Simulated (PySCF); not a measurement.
```xyz
6

F     -1.7615     0.4409     0.0007
C     -0.6342    -0.2704    -0.0005
C      0.5415     0.3303     0.0006
Cl     2.0010    -0.5658    -0.0010
H     -0.7932    -1.3417    -0.0023
H      0.6464     1.4067     0.0024
```

Charge 0, multiplicity 1.

Question: Give the Mulliken and meta-Löwdin atomic charges from PBE0-D4/def2-TZVP (PySCF).

Answer: 
```tsv
atom	Mulliken (e)	meta-Löwdin (e)
F1	-0.18	-0.25
C2	0.05	0.16
C3	-0.09	-0.18
Cl4	-0.08	-0.02
H5	0.13	0.14
H6	0.16	0.15
```
